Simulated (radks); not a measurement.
The fluorine anion F-, [Ne], held by a Watson sphere: a shell of charge +1.23 at radius R that stands for the Madelung well of a crystal (potential energy -1.23/R inside, -1.23/r outside, in hartree with lengths in bohr). Method: scalar-relativistic Kohn-Sham, LDA (Slater exchange, Perdew-Wang correlation), spin-unpolarised, spherical densities, point nucleus; computed with a radial shooting solver on a logarithmic mesh with Libxc functionals. Response by self-consistent Sternheimer equations with the Hartree and adiabatic LDA kernel, the relativistic mass of each level held fixed and spin-orbit coupling left out. The sphere does not respond.

R (bohr)  e(1s) (eV)  e(2s) (eV)  e(2p) (eV)  <r> 2p (bohr)  sum of <r^2> (bohr^2)  X-ray form factor at sin(theta)/lambda = 0.1 1/angstrom  alpha (bohr^3)
1.61         -657.55     -31.820     -13.536          1.167                  13.61                                                    9.085           5.390
2            -656.79     -29.970     -11.921          1.207                  14.62                                                    9.028           6.905
2.5          -655.59     -28.089     -10.169          1.244                  15.64                                                    8.975           9.078
2.56         -655.45     -27.895      -9.983          1.248                  15.74                                                    8.970           9.350
2.83         -654.82     -27.088      -9.202          1.262                  16.17                                                    8.950           10.59
3.8          -652.91     -24.901      -7.035          1.295                  17.30                                                    8.903           15.08
3.81         -652.89     -24.882      -7.017          1.295                  17.31                                                    8.902           15.12
3.96         -652.65     -24.619      -6.754          1.299                  17.44                                                    8.898           15.79

Estimate the row for R = 2.59 bohr.

Answer. e(1s) (eV) -655.38; e(2s) (eV) -27.800; e(2p) (eV) -9.892; <r> 2p (bohr) 1.250; sum of <r^2> (bohr^2) 15.79; X-ray form factor at sin(theta)/lambda = 0.1 1/angstrom 8.968; alpha (bohr^3) 9.487.
